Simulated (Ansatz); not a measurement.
`CB(C)O[SiH3]` + H₂S → `CB(C)S` + `O[SiH3]` at 600 K and 1 bar (ligand exchange at a B–O bond).

Isolated molecules relaxed with PBE0-D4/def2-TZVP in Ansatz; ΔE leaves out vibrations. CCSD(T)/CBS adds triple-zeta CCSD(T) − MP2 to the extrapolated MP2 energy (def2 sets, frozen cores). This one scheme is used for every species. Each species was taken in one conformer, which may not be the lowest.

```
       species  CCSD(T)/CBS energy (Eh)  H − E (kJ/mol)  S (J/(mol·K))
`CB(C)O[SiH3]`               -470.67451           355.9          492.8
           H₂S               -398.97279            60.8          230.9
      `CB(C)S`               -502.93918           286.6          415.0
     `O[SiH3]`               -366.69042           135.7          307.9
```

H − E and S are ideal-gas, rigid-rotor, harmonic terms from PBE0-D4/def2-TZVP, for one conformer and one mirror image of each species. 1 Eh = 2625.50 kJ/mol, R = 8.31446 J/(mol·K).

Task: By hand: ΔE, ΔH, ΔS and ΔG.

Result: ΔE = (-502.93918) + (-366.69042) − (-470.67451) − (-398.97279) = 0.01770 Eh = 46.5 kJ/mol. Δ(H − E) = 286.6 + 135.7 − 355.9 − 60.8 = 5.6, so ΔH = 52.1 kJ/mol. ΔS = 415.0 + 307.9 − 492.8 − 230.9 = -0.8 J/(mol·K). ΔG = 52.1 − 600 × (-0.8)/1000 = 52.6 kJ/mol.

Task: By hand: the equilibrium constant, and the temperature at which ΔG would vanish if ΔH and ΔS stayed fixed.

Result: log₁₀ K = −ΔG/(RT ln 10) = -4.6. ΔH and −TΔS have one sign here, so there is no such temperature.

The number of gas molecules stays the same, so ΔS is small and ΔH decides. A doubt of 5 kJ/mol in ΔE shifts log₁₀ K by 0.4 here. Other conformers and mirror images would add mixing entropy, several J/(mol·K) or more a flexible species. Modes under 60 cm⁻¹, often nearly free rotors, make the harmonic entropy too high. These are equilibria of isolated gas molecules and say nothing of rates. Largest T1 diagnostic: 0.012 (customary marks: 0.02 for closed shells, 0.045 for open ones).

ΔS is within the doubt of such terms, so its sign, and with it that verdict, could turn.
